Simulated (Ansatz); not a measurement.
`[PH2][SnH2][SH]` + HCl → `[SH][SnH2][Cl]` + PH₃ at 298.15 K and 1 bar (cleavage of the Sn–P bond).

Calculated with Ansatz (gas phase, PBE0-D4/def2-TZVP geometries, no zero-point term in ΔE). CCSD(T)/CBS is the MP2 limit (def2-TZVPP, def2-QZVPP) plus CCSD(T) − MP2 in def2-TZVPP, frozen cores. This one scheme is used for every species. Elements past krypton have def2 core potentials. For Sn outer-core shells are correlated without core-valence functions, which leaves a few kJ/mol of doubt a bond. One conformer a species, not always the lowest.

| species | CCSD(T)/CBS energy (Eh) | H − E (kJ/mol) | S (J/(mol·K)) |
| --- | --- | --- | --- |
| `[PH2][SnH2][SH]` | -955.76196 | 126.4 | 365.3 |
| HCl | -460.38127 | 26.6 | 186.8 |
| `[SH][SnH2][Cl]` | -1073.44145 | 81.1 | 334.6 |
| PH₃ | -342.72256 | 73.1 | 210.2 |

H − E and S are ideal-gas, rigid-rotor, harmonic terms from PBE0-D4/def2-TZVP, for one conformer and one mirror image of each species. 1 Eh = 2625.50 kJ/mol, R = 8.31446 J/(mol·K).

Problem. By hand: ΔE, ΔH, ΔS and ΔG.

Solution. ΔE = (-1073.44145) + (-342.72256) − (-955.76196) − (-460.38127) = -0.02078 Eh = -54.6 kJ/mol. Δ(H − E) = 81.1 + 73.1 − 126.4 − 26.6 = 1.2, so ΔH = -53.4 kJ/mol. ΔS = 334.6 + 210.2 − 365.3 − 186.8 = -7.3 J/(mol·K). ΔG = -53.4 − 298.15 × (-7.3)/1000 = -51.2 kJ/mol.

Problem. By hand: the equilibrium constant, and the temperature at which ΔG would vanish if ΔH and ΔS stayed fixed.

Solution. log₁₀ K = −ΔG/(RT ln 10) = 9.0. ΔG = 0 at ΔH/ΔS = 7315 K, far beyond where these terms or the molecules hold.

The number of gas molecules stays the same, so ΔS is small and ΔH decides. A doubt of 5 kJ/mol in ΔE shifts log₁₀ K by 0.9 here. Other conformers and mirror images would add mixing entropy, several J/(mol·K) or more a flexible species. Modes under 60 cm⁻¹, often nearly free rotors, make the harmonic entropy too high. These are equilibria of isolated gas molecules and say nothing of rates. Largest T1 diagnostic: 0.013 (customary marks: 0.02 for closed shells, 0.045 for open ones).
